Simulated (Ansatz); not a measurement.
Species: C₃H₂O, charge 0, multiplicity 1. SMILES: O=c1cc1
Coordinates optimised at B3LYP-D3(BJ)/def2-TZVP (Ansatz, a first-principles code):
```
C
C 1 1.3395
H 2 1.0813 1 144.06
H 1 1.0813 2 144.06 3 0.00
C 1 1.4272 4 153.93 2 -180.00
O 5 1.2000 1 152.01 4 0.00
```
Charge 0, spin multiplicity 1.

CCSD(T) with Ansatz in growing basis sets, 20 correlated electrons. Cores are frozen in the correlated levels unless marked. UHF or UKS for open shells. Spin-orbit coupling is left out. Non-relativistic. Costs are ratios of core time to the smallest set, on shared machines of one kind, and rough; they hold the program's checks for lower states.

```
basis        functions  cost over smallest  E(corr) (Eh)  electronic atomisation energy (kcal/mol)
-----------  ---------  ------------------  ------------  ----------------------------------------
aug-cc-pVDZ        110                  1×       -0.6165                                     600.5
aug-cc-pVTZ        230                  5×       -0.7351                                     637.6
```

Formally CCSD grows as o²v⁴ and (T) as o³v⁴; with o = 10 and v going from 96 to 216 both grow 26-fold in the last step, while integrals and the mean field grow more slowly. That step adds 118.7 mEh of correlation energy and 37.1 kcal/mol to the atomisation energy.
